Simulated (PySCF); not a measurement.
# Ionisation energy of N²⁺ by level of theory

N²⁺ [He] 2s2 2p1 (2P) → N³⁺ [He] 2s2 (1S), as a difference of total energies. Calculation: PySCF 2.14, in aug-cc-pVDZ (4s3p2d, 23 functions); the non-relativistic Hamiltonian (point nucleus). Correlated levels: valence: 1s2 frozen. The calculations carry no spin-orbit coupling.

```tsv
method	ionisation energy (eV)	plus first-order spin-orbit estimate	difference from reference of that sum (eV)
UHF	47.313	47.326	-0.119
LDA	47.865	47.878	+0.433
PBE	48.067	48.080	+0.635
PBE0	48.041	48.054	+0.609
r2SCAN	48.213	48.226	+0.781
TPSSh	48.230	48.243	+0.798
LC-wPBE	48.215	48.228	+0.783
BHandHLYP	48.177	48.191	+0.746
M06-L	48.048	48.061	+0.616
MP2 (valence)	47.307	47.320	-0.125
SCS-MP2 (valence)	47.250	47.263	-0.182
```

Reference: 47.445 eV (semi-empirical (NIST evaluation); NIST Atomic Spectra Database, ionization energies).

A first-order spin-orbit estimate (lowest level to lowest level, LS coupling) adds 0.013 eV.

Errors of the correlated levels include the incompleteness of this basis and the frozen core.
